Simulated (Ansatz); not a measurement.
One change: `SP1N[SiH2]1` becomes `N1[SiH2]P1`.

Ansatz, PBE0-D4/def2-TZVP geometries, multiplicity 1. Each molecule was computed in one conformer, which needn't be the lowest.

| property | `SP1N[SiH2]1` |
| --- | --- |
| HOMO energy (B3LYP/def2-TZVPP) / eV | -6.52 |
| LUMO energy (PBE/def2-TZVPP) / eV | -1.64 |
| size of the dipole moment (B3LYP/def2-TZVPP) / D | 1.49 |
| ideal-gas entropy at 298 K and 1 bar (rigid rotor, harmonic PBE0-D4/def2-TZVP) / J/(mol·K) | 326 |
| HOMO–LUMO gap (B3LYP/def2-TZVPP) / eV | 5.49 |
| size of the dipole moment (ωB97M-V/def2-TZVPP) / D | 1.51 |

Q: What does the change do to each property? (Best estimate.)

A: The calculation gave: 
```csv
property,`N1[SiH2]P1`,shift
HOMO energy (B3LYP/def2-TZVPP) / eV,-6.49,0.03
LUMO energy (PBE/def2-TZVPP) / eV,-1.46,0.18
size of the dipole moment (B3LYP/def2-TZVPP) / D,1.55,0.06
"ideal-gas entropy at 298 K and 1 bar (rigid rotor, harmonic PBE0-D4/def2-TZVP) / J/(mol·K)",282,-44
HOMO–LUMO gap (B3LYP/def2-TZVPP) / eV,5.66,0.17
size of the dipole moment (ωB97M-V/def2-TZVPP) / D,1.57,0.06
```

The zero-point energy changes by -4.7 kJ/mol with -3 modes. Dipoles are sizes alone; their direction can turn.

B3LYP here is the variant with VWN-RPA as its local correlation; programs differ in this.
